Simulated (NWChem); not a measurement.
Molecule: C₆H₆; SMILES C=C1C=CC=C1

```xyz
12

C      0.0000     0.0000    -2.1016
C      0.0000     0.0000    -0.7566
C      0.0000    -1.1772     0.1238
C      0.0000    -0.7348     1.4037
C      0.0000     0.7348     1.4037
C      0.0000     1.1772     0.1238
H      0.0000     0.9344    -2.6697
H      0.0000    -0.9344    -2.6697
H      0.0000    -2.2105    -0.2228
H      0.0000    -1.3542     2.3019
H      0.0000     1.3542     2.3019
H      0.0000     2.2105    -0.2228
```
Atoms are numbered in this order, from 1.

Results from NWChem. Pople sets run with spherical d functions. All runs use the structure optimised with PBE0/def2-SVP.

For level B3LYP/6-31+G*:

```
Item                         Value
---------------------------  -----
highest occupied level (eV)  -6.10
```

### Question
What are these values for level B3LYP/6-31G*?

### Answer
The highest occupied level (eV) is -5.78.
